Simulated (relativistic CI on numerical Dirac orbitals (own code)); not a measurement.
# Line list: Electric-dipole lines, Pb LXXIV

Method of calculation: Dirac-Coulomb-Breit CI, separate exchange-only KLI orbitals for each configuration, model QED (radiative potential, 1s self-energy scaled to tabulated hydrogen-like ionisation energies), unscaled Slater integrals (own radial code, finite nucleus).

Configuration list (outside the closed core 1s2): 2s2 2p5, 2s 2p6, 2s2 2p4 3s, 2p6 3s, 2s2 2p4 3p, 2p6 3p, 2p6 3d, 2s2 2p4 3d, 2s 2p5 3s, 2s 2p5 3p, 2s 2p5 3d, 2s2 2p4 4s, 2s2 2p4 4p, 2s2 2p4 4d, 2s2 2p4 4f, 2s2 2p3 3s2. Levels of other configurations are missing.

```csv
λ vac (nm),Lower,Upper,A (s⁻¹),gf,Branching (%)
0.08124,2s2 2p5 2P°_1/2 [2],2s2 2p4 4d 2D_3/2 [176],1.31e+15,5.19e-01,85.9
0.08140,2s2 2p5 2P°_3/2 [1],2s2 2p4 4d 2D_5/2 [107],1.08e+15,6.44e-01,83.7
0.09038,2s2 2p5 2P°_1/2 [2],2s2 2p4 3d 2D_3/2 [129],2.09e+15,1.02e+00,99.8
0.09063,2s2 2p5 2P°_3/2 [1],2s2 2p4 3d 2D_3/2 [55],2.72e+15,1.34e+00,97.9
0.09066,2s2 2p5 2P°_3/2 [1],2s2 2p4 3d 2F_5/2 [54],2.12e+15,1.57e+00,99.8
0.09068,2s2 2p5 2P°_3/2 [1],2s2 2p4 3d 4P_1/2 [53],2.70e+15,6.66e-01,95.9
0.09080,2s 2p6 2S_1/2 [3],2s 2p5 3d 2P°_1/2 [140],2.61e+15,6.44e-01,97.8
0.09084,2s 2p6 2S_1/2 [3],2s 2p5 3d 2P°_3/2 [139],2.55e+15,1.26e+00,97.4
0.09087,2s2 2p5 2P°_3/2 [1],2s2 2p4 3d 4F_5/2 [51],6.24e+14,4.63e-01,99.5
0.09305,2s2 2p5 2P°_3/2 [1],2s 2p5 3p 2D_5/2 [39],7.99e+14,6.22e-01,96.3
0.10680,2s2 2p5 2P°_3/2 [1],2s2 2p4 3d 2D_5/2 [25],1.62e+15,1.66e+00,100.0
0.10686,2s2 2p5 2P°_1/2 [2],2s2 2p4 3d 2P_1/2 [63],4.64e+15,1.59e+00,99.5
0.10692,2s2 2p5 2P°_1/2 [2],2s2 2p4 3d 2D_3/2 [62],4.39e+15,3.01e+00,99.7
0.10701,2s 2p6 2S_1/2 [3],2s 2p5 3d 2P°_3/2 [85],3.31e+15,2.27e+00,98.1
0.10720,2s2 2p5 2P°_3/2 [1],2s2 2p4 3d 2P_3/2 [24],3.09e+15,2.13e+00,100.0
0.10721,2s2 2p5 2P°_3/2 [1],2s2 2p4 3d 2D_5/2 [23],2.59e+15,2.68e+00,100.0
0.10764,2s 2p6 2S_1/2 [3],2s 2p5 3d 2P°_1/2 [82],4.41e+15,1.53e+00,98.9
0.10788,2s 2p6 2S_1/2 [3],2s 2p5 3d 2D°_3/2 [81],1.28e+15,8.95e-01,95.5
0.27088,2s2 2p4 3p 2D°_5/2 [8],2s2 2p4 4d 2F_7/2 [98],1.61e+14,1.42e+00,80.1
0.30911,2s2 2p4 3p 2F°_7/2 [45],2s2 2p4 4d 2G_9/2 [173],2.10e+14,3.00e+00,99.3
0.30950,2s2 2p4 3p 4D°_7/2 [10],2s2 2p4 4d 4F_9/2 [104],2.10e+14,3.01e+00,99.4
0.30952,2s2 2p4 3p 2D°_5/2 [11],2s2 2p4 4d 2F_7/2 [103],1.63e+14,1.88e+00,77.1
0.31019,2s2 2p4 3p 2P°_3/2 [14],2s2 2p4 4d 2D_5/2 [119],1.85e+14,1.60e+00,28.8
0.31947,2s2 2p4 3d 2G_7/2 [52],2s2 2p4 4f 2H°_9/2 [181],4.11e+14,6.29e+00,93.1
0.31981,2s2 2p4 3d 4D_3/2 [15],2s2 2p4 4f 4D°_3/2 [112],2.28e+14,1.40e+00,50.4
0.31987,2s2 2p4 3d 4D_3/2 [15],2s2 2p4 4f 2F°_5/2 [111],2.33e+14,2.14e+00,51.9
0.31998,2s2 2p4 3d 2D_3/2 [19],2s2 2p4 4f 2F°_5/2 [120],4.00e+14,3.68e+00,89.5
0.32005,2s2 2p4 3d 4D_5/2 [17],2s2 2p4 4f 2F°_5/2 [111],1.80e+14,1.66e+00,40.0
0.32010,2s2 2p4 3d 4D_5/2 [17],2s2 2p4 4f 2G°_7/2 [110],3.09e+14,3.80e+00,69.3
0.32014,2s2 2p4 3d 2F_7/2 [16],2s2 2p4 4f 2G°_9/2 [109],4.09e+14,6.29e+00,92.8
0.32043,2s2 2p4 3d 4F_5/2 [51],2s2 2p4 4f 4G°_7/2 [178],3.50e+14,4.31e+00,78.3
0.32119,2s2 2p4 3d 2F_5/2 [54],2s2 2p4 4f 2G°_7/2 [184],2.66e+14,3.29e+00,59.8
0.32929,2s2 2p4 3d 4D_7/2 [56],2s2 2p4 4f 4G°_9/2 [186],4.09e+14,6.65e+00,95.9
0.32949,2s2 2p4 3d 2G_9/2 [59],2s2 2p4 4f 2H°_11/2 [189],4.24e+14,8.29e+00,99.7
0.32977,2s2 2p4 3d 2F_7/2 [20],2s2 2p4 4f 2G°_9/2 [115],3.72e+14,6.07e+00,86.7
0.32984,2s2 2p4 3d 4F_9/2 [21],2s2 2p4 4f 4G°_11/2 [114],4.24e+14,8.30e+00,99.7
0.33014,2s2 2p4 3d 2D_5/2 [60],2s2 2p4 4f 2F°_7/2 [193],3.09e+14,4.04e+00,72.3
0.33042,2s2 2p4 3d 2F_5/2 [57],2s2 2p4 4f 4D°_7/2 [188],3.72e+14,4.87e+00,87.1
0.33077,2s2 2p4 3d 2F_7/2 [61],2s2 2p4 4f 2G°_9/2 [192],3.56e+14,5.84e+00,83.8
0.33097,2s2 2p4 3d 2D_5/2 [25],2s2 2p4 4f 2F°_7/2 [121],4.15e+14,5.45e+00,96.0
0.33102,2s2 2p4 3d 2P_1/2 [22],2s2 2p4 4f 2D°_3/2 [117],2.85e+14,1.87e+00,64.5
0.33352,2s2 2p4 3d 2D_5/2 [23],2s2 2p4 4f 2F°_7/2 [116],3.15e+14,4.20e+00,71.9
0.33352,2s2 2p4 3d 2P_3/2 [24],2s2 2p4 4f 2D°_5/2 [118],2.84e+14,2.84e+00,64.5
1.5460,2s2 2p4 3p 2D°_5/2 [8],2s2 2p4 3d 2F_7/2 [16],3.09e+12,8.86e-01,99.8
1.5573,2s2 2p4 3s 4P_5/2 [4],2s2 2p4 3p 4D°_7/2 [10],4.37e+12,1.27e+00,82.8
```

Terms are leading LS components. Brackets give the number of a level in order of energy, since labels repeat. The list gives strong lines, with weight on those to low levels, without lines whose two gauges differ by over a factor of 2.5, among the lowest 200 of 205 levels, so that lines to higher ones, which can be the strongest, are missing. Levels whose partners in the same complex of configurations lie outside the list can be far off, and so can their lines. Rates are taken at the computed energies, electric ones in the length gauge.

At this charge energies of transitions that change n are usually good to better than 1 %, and those within a shell (Δn = 0) to a few per cent.

LS names give the leading component of a level, which can be under half, so a name can repeat, a term be missing and a line seem to break the LS rules.
